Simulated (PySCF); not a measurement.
C2H8BFN2, SMILES C[C@H](F)B(N)N.

Coordinates come from a r2SCAN-D4/def2-SVP optimisation. The structure was generated by enumeration; whether it is a known compound was not checked. One conformer was computed; it need not be the lowest.

Two levels are set side by side: TDA-PBE/def2-SVPD (PySCF) and TDA-LC-ωPBE/def2-SVPD (PySCF). Vertical, same geometry. The lowest singlet is HOMO→LUMO 100 % with PBE and HOMO→LUMO 86 % with the other functional; states are paired by order. Differences are taken from unrounded values.

```csv
quantity,TDA-LC-ωPBE,TDA-PBE,TDA-PBE minus TDA-LC-ωPBE
lowest singlet excitation (eV),6.81,5.30,-1.51
lowest triplet excitation (TDA) (eV),6.53,5.15,-1.38
first bright state (f over 0.05) (eV),7.85,7.11,-0.74
its oscillator strength,0.07,0.07,0.00
```

Functionals without exact exchange tend to place singlet excitations lower, as here. Differences between two approximate levels are no errors against the true value.

Rough cost on one machine, each run with all the roots and properties that it gave: TDA-LC-ωPBE against TDA-PBE about 4 times.
